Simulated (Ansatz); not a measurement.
The same ligand exchange along the group B, Al, Ga, In.

Computed with Ansatz on PBE0-D4/def2-TZVP structures; ΔE is electronic, products minus reactants. CBS: MP2 limit from def2 TZ/QZ plus the TZ coupled-cluster correction, frozen cores. This one scheme is used for every species. For Ga outer-core shells are correlated without core-valence functions, which leaves a few kJ/mol of doubt a bond. Scalar relativity is left out up to krypton. One conformer a species, not always the lowest.

Question: Order these by ΔE at CCSD(T)/CBS, lowest first. (Best estimate.)
A. `C#[C][Al]([Cl])[Cl]` + CH₃SH → `C[S][Al]([Cl])[Cl]` + `C#C`
B. `C#[C][Ga]([Cl])[Cl]` + CH₃SH → `C[S][Ga]([Cl])[Cl]` + `C#C`
C. `C#CB(Cl)Cl` + CH₃SH → `CSB(Cl)Cl` + `C#C`

Answer: B (-56.2 kJ/mol), A (-47.7 kJ/mol), C (-37.9 kJ/mol).

Largest T1 diagnostic: 0.013, for `C#CB(Cl)Cl`.
